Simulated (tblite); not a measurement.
Species: C₂H₉AsN₂Si.
SMILES with atom numbers: `[CH2:1]=[N:2][Si@@H:3]([AsH2:4])[NH:5][CH3:6]` (hydrogens: H7, H8 on C1; H9 on Si3; H10, H11 on As4; H12 on N5; H13, H14, H15 on C6)

Computed with GFN2-xTB (tblite), gas phase: L-BFGS steps from a force-field or distance-geometry start until the largest atomic force falls under 0.01 eV/Å.

Step 54: E = -511.7852 eV
```
atom  x, y, z in Å  |  force x, y, z in eV/Å
C1      2.7321   -0.6714   -0.5990   -0.034   0.022   0.027
N2      2.0746    0.2980   -0.1695   -0.012   0.011   0.034
Si3     0.3840    0.5065    0.1123   -0.025  -0.061   0.090
As4    -0.4433    2.0151   -1.4396   -0.094  -0.013  -0.059
N5     -0.5358   -0.9602   -0.0404   -0.033  -0.004  -0.024
C6     -1.9802   -0.9284   -0.0968   -0.060   0.026   0.026
H7      3.8112   -0.5809   -0.7053   -0.032  -0.010  -0.027
H8      2.2934   -1.6334   -0.8769    0.047  -0.038  -0.019
H9      0.4216    1.0145    1.5021    0.033  -0.023  -0.029
H10    -1.6564    2.2533   -0.5740    0.023   0.040  -0.027
H11     0.2173    3.1763   -0.7719    0.054   0.006   0.022
H12    -0.2151   -1.7501    0.5036    0.021   0.050  -0.031
H13    -2.3923   -1.8868   -0.4195    0.143  -0.019   0.005
H14    -2.2876   -0.1720   -0.8235    0.024   0.021  -0.003
H15    -2.4278   -0.6722    0.8706   -0.054  -0.010   0.014
```

Step 55: E = -511.7875 eV
```
atom  x, y, z in Å  |  force x, y, z in eV/Å
C1      2.7262   -0.6644   -0.6053   -0.033   0.033   0.045
N2      2.0708    0.3025   -0.1657   -0.027  -0.031   0.048
Si3     0.3798    0.5038    0.1248   -0.002  -0.024   0.048
As4    -0.4420    2.0029   -1.4413   -0.090  -0.009  -0.031
N5     -0.5357   -0.9644   -0.0286   -0.001   0.015  -0.032
C6     -1.9787   -0.9303   -0.0987   -0.063  -0.006   0.040
H7      3.8047   -0.5709   -0.7164   -0.036  -0.013  -0.037
H8      2.2888   -1.6275   -0.8853    0.047  -0.008  -0.010
H9      0.4072    1.0158    1.5134    0.051  -0.025  -0.036
H10    -1.6459    2.2669   -0.5697    0.024   0.040  -0.032
H11     0.2393    3.1632   -0.7919    0.047   0.003   0.015
H12    -0.2151   -1.7504    0.5213   -0.015   0.045  -0.040
H13    -2.3870   -1.8841   -0.4359    0.127  -0.047  -0.033
H14    -2.2807   -0.1623   -0.8159    0.034   0.002   0.002
H15    -2.4360   -0.6926    0.8675   -0.064   0.026   0.052
```

Step 56: E = -511.7895 eV
```
atom  x, y, z in Å  |  force x, y, z in eV/Å
C1      2.7180   -0.6593   -0.6089    0.006   0.011   0.035
N2      2.0666    0.3077   -0.1645   -0.059  -0.027   0.074
Si3     0.3758    0.5026    0.1357    0.005   0.031  -0.006
As4    -0.4390    1.9969   -1.4425   -0.056  -0.019  -0.010
N5     -0.5359   -0.9660   -0.0205    0.018   0.071  -0.057
C6     -1.9777   -0.9332   -0.0992   -0.027  -0.029   0.050
H7      3.7951   -0.5634   -0.7326   -0.038  -0.015  -0.037
H8      2.2813   -1.6251   -0.8814    0.040   0.005  -0.006
H9      0.3951    1.0174    1.5224    0.065  -0.025  -0.031
H10    -1.6341    2.2815   -0.5691   -0.004   0.041  -0.019
H11     0.2583    3.1530   -0.8023    0.045   0.004   0.005
H12    -0.2120   -1.7499    0.5278   -0.026  -0.011  -0.009
H13    -2.3762   -1.8857   -0.4449    0.077  -0.098  -0.071
H14    -2.2760   -0.1605   -0.8117    0.025   0.012  -0.014
H15    -2.4436   -0.7077    0.8641   -0.070   0.049   0.094
```

Question: Estimate the geometry and energy of step 57. (The exact step hangs on the optimiser's Hessian estimate; all steps are aligned on step 56, rigid shifts and turns removed.)

Answer: E = -511.7913 eV, largest force 0.113 eV/Å
```
atom  x, y, z in Å  |  force x, y, z in eV/Å
C1      2.7111   -0.6515   -0.6135   -0.014   0.022   0.041
N2      2.0617    0.3124   -0.1572   -0.029  -0.090   0.062
Si3     0.3713    0.5003    0.1488    0.003   0.074  -0.073
As4    -0.4388    1.9839   -1.4458   -0.014   0.009   0.045
N5     -0.5365   -0.9689   -0.0102    0.012   0.054  -0.020
C6     -1.9782   -0.9359   -0.0992   -0.011  -0.056   0.031
H7      3.7864   -0.5524   -0.7479   -0.031  -0.008  -0.033
H8      2.2763   -1.6187   -0.8883    0.035   0.041   0.009
H9      0.3819    1.0187    1.5317    0.075  -0.014  -0.005
H10    -1.6198    2.2966   -0.5640   -0.020   0.042  -0.019
H11     0.2823    3.1384   -0.8218    0.023  -0.024  -0.024
H12    -0.2129   -1.7493    0.5445   -0.056  -0.004  -0.028
H13    -2.3666   -1.8865   -0.4644    0.054  -0.056  -0.061
H14    -2.2678   -0.1513   -0.8044    0.014  -0.034   0.024
H15    -2.4549   -0.7275    0.8640   -0.044   0.045   0.051
```

The energy changes by -0.0019 eV. The first-order estimate −F·Δx gives -0.0029 eV and the mean of the old and new forces, exact on a quadratic surface, -0.0019 eV. The step makes an angle of 81° with the force vector and moves no atom by more than 0.034 Å.

What follows is the cost of the whole relaxation. Time: 0.74 s of wall time. Hardware: one thread of an Arm Neoverse V1 (shared host).
